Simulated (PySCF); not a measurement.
Br₂Y, neutral, multiplicity 2. Atoms are numbered in the order given.

```xyz
3

Y      0.0000     0.0000     0.6880
Br     0.0000    -2.3618    -0.3833
Br     0.0000     2.3618    -0.3833
```
Charge 0, spin multiplicity 2.

The structure is a stationary point at B3LYP-D3(BJ)/def2-SVP. The def2 effective core potentials stand for the cores of Y; spin–orbit coupling is left out.

Computed with B3LYP-D3(BJ)/def2-SVP in PySCF 2.14.0.

Frequencies are harmonic and unscaled.

Computed vibrational spectrum:
| mode | ν (cm⁻¹) | IR (km/mol) | moving atoms (share of kinetic energy) |
|---|---|---|---|
| 1 | 39 | 3.5 | Br 62 %, Y 38 % |
| 2 | 228 | 10.1 | Br 74 %, Y 26 % |
| 3 | 287 | 67.4 | Y 60 %, Br 40 % |
